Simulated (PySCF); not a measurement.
Computed vibrations of [Bi(SiH3)3]2+

[Bi(SiH3)3]2+ (singlet). PySCF 2.14.0, RKS BP86, Bi def2-SVP with ECP60, Si def2-SVP, H def2-SVP; non-relativistic Hamiltonian with scalar-relativistic core potentials where named; density fitting; no spin-orbit coupling. Central differences of gradients.

```xyz
13

Bi    0.0000    0.0000    0.0460
Si    2.7932    0.0000   -0.0982
H     3.1390   -1.2869    0.5746
H     2.8277    0.0000   -1.6008
H     3.1390    1.2869    0.5746
Si   -1.3966    2.4190   -0.0982
H    -0.4550    3.3619    0.5746
H    -1.4139    2.4488   -1.6008
H    -2.6840    2.0750    0.5746
Si   -1.3966   -2.4190   -0.0982
H    -2.6840   -2.0750    0.5746
H    -1.4138   -2.4489   -1.6008
H    -0.4550   -3.3619    0.5746
```

Run from Python with OMP_NUM_THREADS=2. Where DIIS fails, smearing, a level shift and second-order steps follow.
It took 110 s on 2 threads of Arm Neoverse V1, with other jobs on the host.

What are the harmonic wavenumbers and infrared intensities?

Modes are labelled in C3v; negative numbers are unstable modes, those under 60 cm⁻¹ near the noise; a finer grid moves soft modes by up to 10 cm⁻¹.
| cm⁻¹ | km/mol | symmetry |
| --- | --- | --- |
| -6 | – | a2 |
| 12 | 0.4 | e |
| 12 | 0.4 | e |
| 52 | 5.9 | a1 |
| 64 | 0.1 | e |
| 64 | 0.1 | e |
| 185 | 0.2 | a1 |
| 189 | 21.5 | e |
| 189 | 21.5 | e |
| 335 | 16.1 | e |
| 335 | 16.1 | e |
| 423 | 0.0 | a2 |
| 461 | 29.1 | a1 |
| 475 | 5.7 | e |
| 475 | 5.7 | e |
| 700 | 426.9 | e |
| 700 | 426.9 | e |
| 749 | 2.3 | a1 |
| 840 | 0.0 | a2 |
| 843 | 27.8 | e |
| 843 | 27.8 | e |
| 855 | 29.0 | e |
| 855 | 29.0 | e |
| 861 | 59.9 | a1 |
| 2147 | 44.1 | e |
| 2147 | 44.1 | e |
| 2153 | 0.2 | a1 |
| 2214 | 0.0 | e |
| 2214 | 0.0 | e |
| 2217 | 0.0 | a1 |
| 2245 | 0.0 | a2 |
| 2246 | 1.1 | e |
| 2246 | 1.1 | e |

Is this a minimum?

Yes, within the noise of the softest modes.
